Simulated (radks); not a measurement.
Fractional charge and spin in the 5p shell of erbium: the spin-up occupation runs from 2 to 3 and the spin-down occupation from 2 to 3; the fullest corner is Er, [Kr] 4d10 4f(up 6, down 6) 5s2 6s2 5p(up 3, down 3). Method: scalar-relativistic Kohn-Sham, PBEsol, spin-polarised, spherical densities, finite nucleus; Fermi nuclear charge, rms radius of each element as measured or else 0.836 A^(1/3) + 0.57 fm; computed with a radial shooting solver on a logarithmic mesh with Libxc functionals. Energy (eV) minus the two flat planes that join the four corners (they meet along the diagonal where the two added fractions sum to one electron); zero is where a piecewise linear energy would lie.

\begin{tabular}{lrrrrr}
down \ up & 2 & 2.25 & 2.5 & 2.75 & 3 \\ \hline
2 & 0.000 & -1.153 & -1.528 & -1.138 & 0.000 \\
2.25 & -1.153 & -1.472 & -1.029 & 0.160 & -1.027 \\
2.5 & -1.528 & -1.029 & 0.214 & -0.922 & -1.353 \\
2.75 & -1.138 & 0.160 & -0.922 & -1.301 & -1.001 \\
3 & 0.000 & -1.027 & -1.353 & -1.001 & 0.000 \\
\end{tabular}

Corners above the fullest one (they belong to Er+ and the next ion): (up 3, down 2) 31.641 eV, (up 2, down 3) 31.641 eV, (up 2, down 2) 75.700 eV. With half an added electron in each spin the energy lies 0.214 eV from the planes, and with half an added electron in spin up alone -1.528 eV. The planes are only a guide here: the flat-plane condition holds for ground states with one frontier orbital, while this shell lies below other occupied shells, so the corners above the fullest one are inner-hole states and not the ground states of those ions.
